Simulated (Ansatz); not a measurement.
Total energies of Ag₂H from Ansatz at PBE-D4/def2-TZVP, gas phase (1 Eh = 27.2114 eV = 2625.5 kJ/mol). The reference geometry is relaxed at r2SCAN-D4/def2-TZVP.

```xyz
3

Ag    1.4377    0.3873   -0.2556
Ag   -1.1759   -0.8263    0.4671
H    -0.2619    0.4390   -0.2115
```

| state | geometry | energy (Eh) |
| --- | --- | --- |
| charge 0 doublet | reference | -294.58941 |
| charge 1 singlet | reference | -294.35368 |
| charge 1 singlet | relaxed at r2SCAN-D4/def2-TZVP | -294.35483 |
| charge 0 quartet | relaxed at r2SCAN-D4/def2-TZVP | -294.46889 |
| free Ag atom (doublet) | – | -146.98341 |
| free H atom (doublet) | – | -0.49962 |

In the def2 sets Ag takes a core potential; there is no spin–orbit coupling.

**Question.** Work out the vertical ionisation energy to the singlet.

**Answer.** E(charge 1 singlet) − E(charge 0 doublet) = -294.35368 − (-294.58941) = 0.23573 Eh = 6.41 eV. For comparison, −ε of the highest occupied level of the spin that leaves is 3.98 eV at this level, 2.43 eV less.

**Question.** How much does the charge 1 singlet relax, and what is the adiabatic ionisation energy?

**Answer.** Relaxation: -294.35368 − (-294.35483) = 0.00115 Eh = 0.03 eV. Adiabatic ionisation energy: 0.23458 Eh = 6.38 eV, without zero-point energy. 

**Question.** Which of the charge 0 states is lowest, and how far above it are the others?

**Answer.** The doublet. quartet: -294.46889 − (-294.58941) = 0.12052 Eh = 316.4 kJ/mol.

**Question.** What is the binding energy per atom against free atoms?

**Answer.** Atoms: 2 × (-146.98341) + 1 × (-0.49962) = -294.46644 Eh. Binding: -294.46644 − (-294.58941) = 0.12297 Eh = 3.35 eV, or 1.12 eV for each of 3 atoms (no zero-point energy, no counterpoise term).

The structure comes from a short search, and lower isomers may exist.
